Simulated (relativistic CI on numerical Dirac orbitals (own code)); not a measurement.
## Spin-allowed bands of a d8 ion in an octahedral site, by hand

Problem. Take Δ = 10450 cm⁻¹ and B = 950 cm⁻¹ for a d8 ion in an octahedral site. Calculate the three spin-allowed bands.

Working.
1. The terms of highest spin are 3F (energy 0) and 3P (15B = 14250 cm⁻¹). Here the F term splits into A2 at −1.2Δ = -12540, T2 at −0.2Δ = -2090 and T1 at +0.6Δ = 6270 cm⁻¹.
2. The two T1 states mix through the element 0.4Δ: H = [[6270, 4180], [4180, 14250]], with roots ½(H₁₁ + H₂₂) ∓ ½√[(H₂₂ − H₁₁)² + 4H₁₂²] = ½(20520) ∓ ½(11557) = 4481 and 16039 cm⁻¹.
3. The ground term is 3A2 at -12540 cm⁻¹.
4. Bands: 3T2 10450 cm⁻¹ (957 nm), 3T1(F) 17021 cm⁻¹ (587 nm), 3T1(P) 28579 cm⁻¹ (350 nm).

Check. Exact diagonalisation of the whole d8 shell with these parameters gives 3T2 10450, 3T1 17021, 3T1 28579 cm⁻¹. The match is exact, since without spin-orbit coupling no other term has this spin. The ratio of the second band to the first, 1.629, depends on Δ/B = 11.0 alone, which is how a Tanabe-Sugano diagram is read.
